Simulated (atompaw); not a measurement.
# PBE PAW (atompaw) dataset for Zn, scalar-relativistic all-electron reference.

```
Element                 : Zn (Z = 30)
Generator               : atompaw 4.2.0.5
Type                    : PAW
Functional              : PBE
Relativity              : scalar-relativistic
Frozen core             : [Ar]
Valence charge          : 12
Reference configuration : 3d10 4s1 4p1
Partial waves           : 4s (bound): rc 2.45 bohr; 4s channel at -0.15 Ry: rc 2.90 bohr; 4p (bound): rc 2.90 bohr; 4p channel at 4.5 Ry: rc 2.90 bohr; 3d (bound): rc 1.00 bohr; 3d channel at 1.05 Ry: rc 1.00 bohr
Local potential         : vpsmatchnc scheme with l = 3 at 0 Ry, radius 2.30 bohr
Core correction         : smooth core density matched at 1.95 bohr
Augmentation charge     : sinc compensation charge, radius 2.90 bohr; PAW radius 2.90 bohr; waves and projectors: custom rrkj gramschmidtortho
```

Results:

| Quantity | Value |
| --- | --- |
| Cutoffs needed | 160 Ry and 260 Ry (the cutoffs (Ry, on a coarse ladder) from which the occupation-weighted sum of valence levels, in a spherical-Bessel basis at the reference potential, stays within 10 and 1 mRy of its value at 400 Ry) |
| Ghost test | no extra level below or beside the all-electron valence levels (s, p, d, f tested) (spherical-Bessel basis up to 400 Ry, 20 bohr box) |
| Lowest eigenvalue of the overlap operator | 0.22 (s channel) |
| Overlap eigenvalues printed by atompaw (projector basis) | 0.0217, 0.0669, 1.13, 4.46, 8.5, 10.1 |
| Share of each valence orbital outside the PAW sphere | 4s 31 %, 4p 67 %, 3d 1 % |

Generation and tests took about 7.3 s on one core of a shared server CPU.
